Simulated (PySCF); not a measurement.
These 2 structures share the formula C3H3ClF2O. Theory: PBE0-D3(BJ)/def2-SVP geometry optimisation, gas phase in PySCF 2.14.0. Energies are electronic, without zero-point or thermal terms, for one conformer each. No frequencies were run at this level. Point groups hold within 0.08 Å.

Question: Order them by energy at this level, lowest first, and give relative energies in kJ/mol.
A. `[F:1][C:2]([F:3])([Cl:4])[C@H:5]1[CH2:6][O:7]1` with F1–C2–C5–C6 -155°
B. `[CH3:1][O:2]/[C:3]([F:4])=[C:5](\[F:6])[Cl:7]` with C1–O2–C3–F4 58°

Answer: A (0.0), B (42.9).

As drawn, the lower has a three-membered ring and two fluorines on one carbon, which the higher lacks; the higher has a C=C bond outside aromatic rings, which the lower lacks.

```json
{"SMILES": "FC(F)(Cl)[C@H]1CO1", "E (Eh)": "-850.20076", "E rel (kJ/mol)": "0.0", "dipole (D)": "2.24", "point group": "C1", "A, B, C (MHz)": "2962, 1983, 1661"}
{"SMILES": "CO/C(F)=C(\\F)Cl", "E (Eh)": "-850.18442", "E rel (kJ/mol)": "42.9", "dipole (D)": "2.33", "point group": "C1", "A, B, C (MHz)": "4055, 1424, 1098"}
```
